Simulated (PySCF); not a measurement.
## Atomic charges by several schemes

Compound: C5H6N2Si.
Numbering: `[CH3:1][C:2]#[C:3]/[CH:4]=[N:5]\[SiH2:6][C:7]#[N:8]` (hydrogens: H9, H10, H11 on C1; H12 on C4; H13, H14 on Si6)

Cartesian coordinates in Å at the GFN2-xTB level; atoms count from 1:
```
atom  x, y, z in Å
C1    -1.0245    2.4499   -0.0427
C2    -0.3237    1.3695    0.5958
C3     0.2646    0.4639    1.1340
C4     0.9239   -0.6841    1.6159
N5     1.0909   -1.7547    0.9656
Si6    0.6552   -2.2683   -0.6093
C7    -0.1822   -0.9826   -1.6909
N8    -0.6872   -0.1649   -2.3166
H9    -1.0095    2.2926   -1.1214
H10   -2.0599    2.4625    0.2973
H11   -0.5594    3.4048    0.1999
H12    1.3166   -0.6315    2.6334
H13    1.9068   -2.6090   -1.2804
H14   -0.3124   -3.3488   -0.4376
```

Density: PBE0/pcSseg-1 (PySCF); schemes: Mulliken, IAO, Hirshfeld and ESP-fitted. Geometry: GFN2-xTB, one conformer, isolated molecule.

Question: For which atoms does the sign change between the 4 schemes (beyond +0.03 e in one, beyond −0.03 e in another)?

Answer: C2 and C7. Atomic charges aren't observables, and each scheme defines them in its own way.

Question: At which atom do the 4 schemes differ most?

Answer: At C4: from +0.065 (IAO) to +0.721 e (ESP-fitted), 0.656 e apart.

Question: Which atoms carry the lowest charge in the Mulliken, IAO, Hirshfeld and ESP-fitted schemes?

Answer: All schemes agree: Mulliken N5 (-0.569); IAO N5 (-0.543); Hirshfeld N5 (-0.238); ESP-fitted N5 (-0.702).

Question: Give the atomic charges in each scheme.

Answer: In e:

| atom | environment | Mulliken | IAO | Hirshfeld | ESP-fitted |
| --- | --- | --- | --- | --- | --- |
| C1 | propargylic carbon | -0.184 | -0.442 | -0.090 | -0.505 |
| C2 | alkyne carbon | -0.128 | +0.045 | +0.006 | +0.319 |
| C3 | alkyne carbon | -0.137 | -0.134 | -0.077 | -0.568 |
| C4 | C=N carbon | +0.161 | +0.065 | +0.074 | +0.721 |
| N5 | C=N nitrogen | -0.569 | -0.543 | -0.238 | -0.702 |
| Si6 | SiH2 silicon | +0.826 | +0.894 | +0.410 | +0.617 |
| C7 | cyano carbon | -0.190 | -0.170 | -0.033 | +0.169 |
| N8 | cyano nitrogen | -0.235 | -0.216 | -0.197 | -0.416 |
| H9 | methyl hydrogen | +0.177 | +0.193 | +0.062 | +0.203 |
| H10 | methyl hydrogen | +0.157 | +0.183 | +0.070 | +0.180 |
| H11 | methyl hydrogen | +0.154 | +0.179 | +0.067 | +0.168 |
| H12 | hydrogen on a C=N carbon | +0.128 | +0.161 | +0.060 | -0.017 |
| H13 | Si–H hydrogen | -0.081 | -0.107 | -0.058 | -0.084 |
| H14 | Si–H hydrogen | -0.080 | -0.107 | -0.058 | -0.084 |

Mean size of the charges over all atoms: ESP-fitted 0.339 e, IAO 0.246 e, Mulliken 0.229 e, Hirshfeld 0.107 e. Each set sums to the total charge, 0, to within 0.001 e. The ESP scheme is a least-squares fit of atom-centred charges to the potential on four shells outside the van der Waals surface, with the total charge fixed. The IAO scheme counts the electrons in orthogonalised intrinsic atomic orbitals, a minimal basis polarised so that it spans the occupied orbitals exactly.

Question: How closely do the schemes follow one another over all atoms?

Answer: Correlation coefficient and root-mean-square difference: Mulliken with Hirshfeld 0.97, 0.165 e; Mulliken with IAO 0.96, 0.091 e; IAO with Hirshfeld 0.96, 0.195 e; Hirshfeld with ESP-fitted 0.80, 0.308 e; IAO with ESP-fitted 0.77, 0.266 e; Mulliken with ESP-fitted 0.75, 0.273 e.

Question: Sum the charges by element, for elements with more than one atom.

Answer: 
```csv
element,atoms,Mulliken,IAO,Hirshfeld,ESP-fitted
C,5,-0.476,-0.637,-0.119,+0.135
N,2,-0.805,-0.760,-0.435,-1.118
H,6,+0.455,+0.502,+0.144,+0.366
```
